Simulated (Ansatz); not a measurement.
Total energies of the cluster NbO4H3 from Ansatz at r2SCAN-D4/def2-TZVP, gas phase (1 Eh = 27.2114 eV = 2625.5 kJ/mol). The reference geometry is relaxed at PBE-D4/def2-SVP.

```xyz
8

Nb    0.552   -0.306   -0.219
O     1.689   -1.514    0.203
O    -1.154   -1.106   -0.496
O     0.615    1.019    1.230
O    -0.347    1.857    0.485
H     1.171    0.309   -1.786
H    -1.385   -2.053   -0.478
H    -1.142    1.794    1.061
```

| state | geometry | energy (Eh) |
| --- | --- | --- |
| charge 0 singlet | reference | -359.77742 |
| charge 1 doublet | reference | -359.39099 |
| free Nb atom (sextet) | – | -56.86030 |
| free O atom (triplet) | – | -75.05861 |
| free H atom (doublet) | – | -0.49993 |

In the def2 sets Nb takes a core potential; there is no spin–orbit coupling. The structure holds one bond between oxygen atoms, so isomers without such links may lie far lower.

Problem. Work out the vertical ionisation energy to the doublet.

Solution. E(charge 1 doublet) − E(charge 0 singlet) = -359.39099 − (-359.77742) = 0.38643 Eh = 10.52 eV. For comparison, −ε of the highest occupied level is 7.57 eV at this level, 2.95 eV less.

Problem. What is the binding energy per atom against free atoms?

Solution. Atoms: 1 × (-56.86030) + 4 × (-75.05861) + 3 × (-0.49993) = -358.59453 Eh. Binding: -358.59453 − (-359.77742) = 1.18289 Eh = 32.19 eV, or 4.02 eV for each of 8 atoms (no zero-point energy, no counterpoise term).

The structure comes from a short search, and lower isomers may exist.
